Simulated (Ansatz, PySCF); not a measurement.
H₂Si₂, SMILES [Si]=[SiH2] (connectivity only; charge and spin as stated), neutral, multiplicity 1.

The structure is a stationary point at r2SCAN-D4/def2-TZVP. The isomer is the one that the SMILES or the coordinates give; other isomers of the formula were not compared.

Two levels are set side by side: PBE/def2-TZVPD (Ansatz, an electronic-structure program) and EOM-CCSD/aug-cc-pVDZ (PySCF). PBE by ΔSCF, the other level by its IP root; same geometry, the bases differ. Differences are taken from unrounded values.

| quantity | EOM-CCSD |
|---|---|
| vertical ionisation energy (eV) | 7.94 |

**Question.** What does PBE give, and how far is it from EOM-CCSD? (An estimate is asked for; the answer gives what the named calculation found.)

**Answer.** 
| quantity | PBE | PBE minus EOM-CCSD |
|---|---|---|
| vertical ionisation energy (eV) | 7.94 | 0.00 |

Here PBE gives about what the other level gives.
